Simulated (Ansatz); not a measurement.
W4Se8⁺. The state is a doublet with charge 1. Geometry PBE-D4/def2-SVP; atoms count from 1.

```xyz
12

W    -0.197    0.946    1.016
W    -1.414   -0.309   -0.689
W    -2.613    1.365    0.900
W     1.316   -1.372   -0.169
Se    1.332   -0.009   -2.448
Se    2.034    1.154   -0.423
Se    3.022   -2.820   -0.568
Se   -1.242    3.293    0.503
Se   -0.742   -2.698   -0.487
Se    1.327   -0.807    2.186
Se   -0.948    0.780   -2.812
Se   -1.876    0.476    2.991
```

In the def2 sets W takes a core potential; there is no spin–orbit coupling. Single mean-field runs in def2-TZVP are fitted with def2-universal-jkfit. Another isomer (doublet) lies 2.42 eV lower at PBE0-D4/def2-TZVP; other spin states weren't run for this one.

Question: Estimate the Mulliken populations from the PBE0/def2-TZVP orbitals of Ansatz.

Answer: 
```
atom  charge (e)  spin (α − β)  d electrons
  W1        0.55         -0.36         4.45
  W2        0.52          0.86         4.43
  W3        0.43          0.17         4.32
  W4        0.37         -0.05         4.35
 Se5        0.12          0.09            –
 Se6       -0.03          0.00            –
 Se7        0.00          0.01            –
 Se8       -0.22          0.12            –
 Se9       -0.24          0.00            –
Se10       -0.18          0.02            –
Se11       -0.12         -0.04            –
Se12       -0.20          0.17            –
```
Mulliken values depend strongly on the basis.

Question: Where does the spin sit?

Answer: Summed by element: W 0.62, Se 0.38, of 1 unpaired in all. Largest on single atoms: W2 0.86, W1 -0.36, W3 0.17.

Question: And the Mayer bond orders between heavy atoms (over 0.3)?

Answer: W1–W2 1.68 (2.44 Å); W1–W3 1.44 (2.45 Å); W1–Se6 0.64 (2.66 Å); W1–Se8 0.80 (2.62 Å); W1–Se10 0.79 (2.60 Å); W1–Se12 0.74 (2.63 Å); W2–W3 1.24 (2.60 Å); W2–W4 0.39 (2.98 Å); W2–Se9 1.06 (2.49 Å); W2–Se11 1.17 (2.43 Å); W3–Se8 1.49 (2.40 Å); W3–Se12 1.52 (2.39 Å); W4–Se5 0.66 (2.66 Å); W4–Se6 0.68 (2.64 Å); W4–Se7 2.13 (2.27 Å); W4–Se9 1.19 (2.47 Å); W4–Se10 1.36 (2.42 Å); Se5–Se6 0.95 (2.44 Å); Se5–Se11 0.99 (2.44 Å).
